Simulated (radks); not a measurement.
Fractional charge and spin in the 4d shell of indium: the spin-up occupation runs from 4 to 5 and the spin-down occupation from 4 to 5; the fullest corner is In+, [Kr] 5s2 4d(up 5, down 5). Calculated with a radial shooting solver on a logarithmic mesh with Libxc functionals: scalar-relativistic Kohn-Sham, r2SCAN, spin-polarised, spherical densities, finite nucleus; meta-GGA in the generalised Kohn-Sham scheme; Fermi nuclear charge, rms radius of each element as measured or else 0.836 A^(1/3) + 0.57 fm. Energy (eV) minus the two flat planes that join the four corners (they meet along the diagonal where the two added fractions sum to one electron); zero is where a piecewise linear energy would lie.

down \ up       4    4.25     4.5    4.75       5
4           0.000  -1.514  -2.007  -1.496   0.000
4.25       -1.514  -1.935  -1.355   0.208  -1.382
4.5        -2.007  -1.355   0.277  -1.246  -1.828
4.75       -1.496   0.208  -1.246  -1.762  -1.360
5           0.000  -1.382  -1.828  -1.360   0.000

Corners above the fullest one (they belong to In2+ and the next ion): (up 5, down 4) 33.899 eV, (up 4, down 5) 33.899 eV, (up 4, down 4) 84.264 eV. With half an added electron in each spin the energy lies 0.277 eV from the planes, and with half an added electron in spin up alone -2.007 eV. The planes are only a guide here: the flat-plane condition holds for ground states with one frontier orbital, while this shell lies below other occupied shells, so the corners above the fullest one are inner-hole states and not the ground states of those ions.
